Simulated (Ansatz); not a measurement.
CHAlF2Se, SMILES `F[C]1(F)[AlH][Se]1`, charge 0, multiplicity 1.

Task: Give a relaxed structure at PBE0-D4/def2-TZVP (Ansatz 0.2.0). (Best estimate.)

Result: Computed: 
```xyz
6

F    -0.128   -1.244    1.424
C     0.386   -0.468    0.458
F     1.692   -0.763    0.381
Al   -0.640    0.462   -0.903
Se    0.106    1.564    0.906
H    -1.417    0.447   -2.266
```
Point group Cs.
